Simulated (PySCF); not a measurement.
InBr2, SMILES [Br][In+][Br], charge +1. Coordinates come from a B3LYP-D3(BJ)/def2-SVP optimisation. The multiplicity is an assumed one; other spin states were not compared. The isomer is the one that the SMILES or the coordinates give; other isomers of the formula were not compared. The def2 effective core potentials stand for the cores of In; spin–orbit coupling is left out.

Task: Give the equilibrium geometry at B3LYP-D3(BJ)/def2-SVP (PySCF confirms it by a frequency run) as a Z-matrix, and its point group. (An estimate is asked for; the answer gives what the named calculation found.)

Result: point group D∞h.
```
In
Br 1 2.3957
Br 1 2.3957 2 180.00
```
Charge +1, spin multiplicity 1.
